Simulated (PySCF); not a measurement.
Electron correlation in Hf²⁺ (hafnium, charge +2)

[Xe] 4f14 5d2, high-spin 3F determinant. Computed with PySCF 2.14 in def2-TZVPPD with the def2 core potential (60 electrons) (6s5p3d2f1g, 59 functions), with a scalar-relativistic core potential. Frozen: nothing; 10 electrons correlated.

| level | correlation energy (mhartree) |
| --- | --- |
| CCSD | -179.49 |
| (T) | -2.95 |
| CCSD(T) | -182.44 |

Diagnostics: T1 = 0.0051, D1 = 0.0099, largest double amplitude 0.019.

Problem. Is a single reference adequate?

Solution. Yes, within this model without spin-orbit coupling: T1 lies below 0.03 and no double amplitude reaches 0.07.

The basis has no tight functions for the innermost shells, so their pair energies are far from complete.

This basis was not built for core-valence correlation, so the inner-shell part is incomplete.
